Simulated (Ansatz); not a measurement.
Basis sets compared for WO2(OH)2 (WO4H2). The state is a singlet with charge 0. Geometry PBE-D4/def2-SVP. Ansatz on 4 threads of Arm Neoverse V1 on a shared host; times are rough, and most runs start from earlier orbitals.

```xyz
7

W    -0.295    0.145   -0.036
O    -1.433    0.459    1.224
O    -0.971    0.724   -1.515
O    -0.007   -1.727   -0.192
H    -0.357   -2.407    0.413
O     1.312    1.085    0.349
H     1.751    1.722   -0.243
```

In the def2 sets W takes a core potential; there is no spin–orbit coupling.

```
              level  functions  energy (Eh)  HOMO (eV)  LUMO (eV)  wall time
    PBE-D4/def2-SVP         98    -368.9118      -7.16      -2.42      0.9 s
   PBE-D4/def2-TZVP        176    -369.3000      -7.31      -2.55      1.6 s
r2SCAN-D4/def2-TZVP        176    -369.4474      -7.67      -2.46      3.1 s
   PBE0-D4/def2-SVP         98    -368.8145      -8.86      -1.72      1.1 s
  PBE0-D4/def2-TZVP        176    -369.2061      -8.93      -1.78      2.1 s
```

(1) Estimate the rows for PBE-D4/def2-TZVPD, r2SCAN-D4/def2-TZVPD, PBE0-D4/def2-TZVPD.

Results:

(1) 
| level | functions | energy (Eh) | HOMO (eV) | LUMO (eV) | wall time |
| --- | --- | --- | --- | --- | --- |
| PBE-D4/def2-TZVPD | 221 | -369.3044 | -7.38 | -2.64 | 2.5 s |
| r2SCAN-D4/def2-TZVPD | 221 | -369.4513 | -7.71 | -2.51 | 4.6 s |
| PBE0-D4/def2-TZVPD | 221 | -369.2102 | -8.97 | -1.85 | 4.1 s |
